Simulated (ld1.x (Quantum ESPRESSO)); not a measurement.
**An all-electron radial function and its pseudo partner (manganese)**

Columns: radius, all-electron u(r) and pseudo u(r) of the 3d shell (level -6.77 eV) of manganese in the configuration [Ne] 3s2 3p6 3d5 4s2 4p0; PBE, scalar-relativistic, TM semilocal scheme, ld1.x (Quantum ESPRESSO) 7.5.

| r (bohr) | all-electron | pseudo |
| --- | --- | --- |
| 0.130 | 0.1047 | 0.0288 |
| 0.260 | 0.3741 | 0.1942 |
| 0.390 | 0.6246 | 0.4909 |
| 0.520 | 0.7897 | 0.7785 |
| 0.650 | 0.8711 | 0.9327 |
| 0.780 | 0.8890 | 0.9484 |
| 0.910 | 0.8668 | 0.8945 |
| 1.040 | 0.8222 | 0.8282 |
| 1.170 | 0.7668 | 0.7671 |
| 1.300 | 0.7077 | 0.7077 |
| 1.430 | 0.6489 | 0.6489 |
| 1.560 | 0.5926 | 0.5926 |
| 1.690 | 0.5399 | 0.5399 |
| 1.820 | 0.4913 | 0.4913 |
| 1.950 | 0.4468 | 0.4468 |
| 2.080 | 0.4062 | 0.4062 |
| 2.210 | 0.3694 | 0.3694 |
| 2.340 | 0.3360 | 0.3360 |
| 2.470 | 0.3057 | 0.3057 |
| 2.600 | 0.2781 | 0.2781 |
| 2.730 | 0.2531 | 0.2531 |
| 2.860 | 0.2303 | 0.2303 |
| 2.990 | 0.2096 | 0.2096 |
| 3.120 | 0.1907 | 0.1907 |
| 3.250 | 0.1735 | 0.1735 |
| 3.380 | 0.1579 | 0.1579 |

Q: How many radial nodes do the two functions have?

A: The all-electron 3d function has n − l − 1 = 0; the pseudo-wave has 0.

Q: At about which radius was the pseudo-wave matched?

A: 1.30 bohr, where the columns begin to agree (steps of 0.13 bohr).

Q: Where does each function peak?

A: Outermost all-electron maximum near 0.78 bohr, pseudo maximum near 0.78 bohr (to the table’s step).

Q: Is the pseudo-wave norm-conserving?

A: Yes: the TM semilocal scheme keeps the norm inside the radius equal to the all-electron one, which fixes the energy derivative of the logarithmic derivative at the level.
